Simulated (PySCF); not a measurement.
# GeF2: core ionisation energies

GeF2.
Geometry (PBE0-D3(BJ)/def2-SVP, Å), atoms numbered from 1 in this order:
```xyz
3
GeF2 angstrom
Ge     0.0048   -0.0071   -0.7706
F      1.3076   -0.0137    0.3936
F     -1.3124    0.0208    0.3770
```

The calculation used PySCF, delta-SCF UKS SCAN, pcX-2 on the ionised atom, pcseg-1 elsewhere, spin-free X2C. Each binding energy is the total energy of the core-ionised species, with the hole localised on one atom, minus that of the ground state; both are solved self-consistently, so orbital relaxation is included.

List the computed XPS lines with their assignment.

```csv
atom(s),environment,level,binding energy (eV),count
F2/F3,fluorine bonded to Ge,F 1s,691.75,2
```

What is the longest wavelength that can ionise F 1s of F2 (atom 2)/F3 vertically?

λ = hc/E = 12398.42 eV Å / 691.75 eV = 17.923 Å.

Which photon energy gives electrons from F 1s of F2/F3 a kinetic energy of 100 eV, and what is their de Broglie wavelength?

hν = 691.75 + 100 = 791.75 eV, recoil neglected; λ = 12.264 Å/√(E/eV) = 1.23 Å.

The first atom of each set that the bonding makes equivalent was ionised and stands for the set. No level of germanium is listed. Geometry: PBE0-D3(BJ)/def2-SVP; no solvent, vibrations or thermal averaging.

On one thread, Arm Neoverse V2, shared host, this took 0.9 s.
